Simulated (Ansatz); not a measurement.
Ansatz (a program for electronic structure) input (CCSD(T)/aug-cc-pVDZ):

Ansatz 0.2 input:
```yaml
crystal:
  periodic: [false, false, false]
  atoms:
    - {symbol: B, position_ang: [-0.14346791, -0.36359341, 0.24688682]}
    - {symbol: N, position_ang: [-1.17068986, 0.62369187, 0.17170936]}
    - {symbol: N, position_ang: [1.14280199, -0.19444410, -0.27851693]}
    - {symbol: H, position_ang: [-0.38992760, -1.35714111, 0.88020854]}
    - {symbol: H, position_ang: [-1.98811896, 0.43102754, -0.40345489]}
    - {symbol: H, position_ang: [1.42008951, 0.61520055, -0.80804573]}
    - {symbol: H, position_ang: [1.87051180, -0.87585427, -0.15548910]}
basis:
  gaussian:
    orbitals: aug-cc-pVDZ
magnetization: {spin_polarized: true, initial_magnetization: 1}
correlation: {method: ccsd_t, electrons: outside_noble_gas}
output: {forces: true}
```

End of the output:

```
integrals: 0.24 GiB planned
1022 factors; integrals over basis functions are off by at most 7.8e-4 eV
mean field: 0.27 GiB planned
mean field evaluation 1: about -3695.1714 eV, gradient 2.8e1 eV
mean field evaluation 2: about -3695.1714 eV, gradient 2.8e1 eV
mean field evaluation 4: about -3699.4485 eV, gradient 3.0e0 eV
mean field evaluation 8: about -3699.6178 eV, gradient 2.7e-1 eV
mean field evaluation 16: about -3698.5011 eV, gradient 1.4e1 eV
mean field evaluation 32: about -3699.6242 eV, gradient 5.2e-1 eV
mean field -3699.62698571 eV, -135.9587840275 hartree, gradient 2.6e-6 eV, S^2 0.760677; 4 other end points of the search recorded, 0 dependent functions left out
determinant -3699.62698571 eV, -135.9587840275 hartree, with singles and doubles -3711.70359550 eV, -136.4025912517 hartree
determinant -3698.00758302 eV, -135.8992720764 hartree, with singles and doubles -3710.12769513 eV, -136.3446779812 hartree
3 core orbitals not correlated
reference -3699.62698571 eV, -135.9587840275 hartree; 9, 8 occupied and 93, 94 virtual orbitals, 1022 factors
densities: 1.84 GiB planned
second order -11.09774485 eV of doubles, -0.00000000 eV of singles
coupled cluster: 1.04 GiB planned
cycle   1  -12.04356177 eV  change   -4.1e-1 eV  update   2.5e-2
cycle   2  -12.06658169 eV  change   -2.3e-2 eV  update   6.7e-3
cycle   3  -12.06978593 eV  change   -3.2e-3 eV  update   3.7e-3
cycle   4  -12.07131946 eV  change   -1.5e-3 eV  update   1.5e-3
cycle   5  -12.07194180 eV  change   -6.2e-4 eV  update   7.8e-4
cycle   6  -12.07232766 eV  change   -3.9e-4 eV  update   5.0e-4
cycle   7  -12.07252466 eV  change   -2.0e-4 eV  update   3.5e-4
cycle   8  -12.07258865 eV  change   -6.4e-5 eV  update   2.6e-4
cycle   9  -12.07255033 eV  change    3.8e-5 eV  update   1.8e-4
cycle  10  -12.07250690 eV  change    4.3e-5 eV  update   1.0e-4
cycle  11  -12.07250801 eV  change   -1.1e-6 eV  update   5.0e-5
cycle  12  -12.07250688 eV  change    1.1e-6 eV  update   2.3e-5
cycle  13  -12.07250853 eV  change   -1.7e-6 eV  update   1.1e-5
cycle  14  -12.07250756 eV  change    9.7e-7 eV  update   5.3e-6
cycle  15  -12.07250766 eV  change   -1.0e-7 eV  update   2.5e-6
cycle  16  -12.07250779 eV  change   -1.3e-7 eV  update   1.1e-6
cycle  17  -12.07250804 eV  change   -2.5e-7 eV  update   5.1e-7
perturbative correction -0.37155096 eV, -0.0136542460 hartree
the calculation of the forces begins
Total energy: -3712.07104470 eV, -136.4160947608 hartree
Atom 0 at    -0.143468    -0.363593     0.246887 Å, force     0.011794    -0.533532     0.133580 eV/Å
Atom 1 at    -1.170690     0.623692     0.171709 Å, force    -0.302454     0.782994     0.211561 eV/Å
Atom 2 at     1.142802    -0.194444    -0.278517 Å, force     0.265800     0.075666    -0.129680 eV/Å
Atom 3 at    -0.389928    -1.357141     0.880209 Å, force    -0.036814    -0.260177     0.174735 eV/Å
Atom 4 at    -1.988119     0.431028    -0.403455 Å, force    -0.290968    -0.111981    -0.250210 eV/Å
Atom 5 at     1.420090     0.615201    -0.808046 Å, force     0.100748     0.304448    -0.197429 eV/Å
Atom 6 at     1.870512    -0.875854    -0.155489 Å, force     0.251894    -0.257418     0.057443 eV/Å
Dipole moment:     0.216749    -0.138283    -0.314253 e Å
```

It need not be the lowest isomer of its formula.
